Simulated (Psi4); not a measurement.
A dimer, Cl2 ··· Cl2 (SMILES ClCl and ClCl); the first 2 atoms form monomer A.

```
4

Cl     1.0067     0.0000     0.0000
Cl    -1.0067     0.0000     0.0000
Cl    -3.7174     0.3303     0.1464
Cl    -4.1047     1.9250     1.3131
```

Q: What interaction energy does SAPT0/jun-cc-pVDZ, frozen core in Psi4 1.11 give, and which attractive term is the largest?

A: Total 4.54 kcal/mol: electrostatics -7.75, exchange 19.79, induction -4.06, dispersion -3.44. The most attractive term is electrostatics.
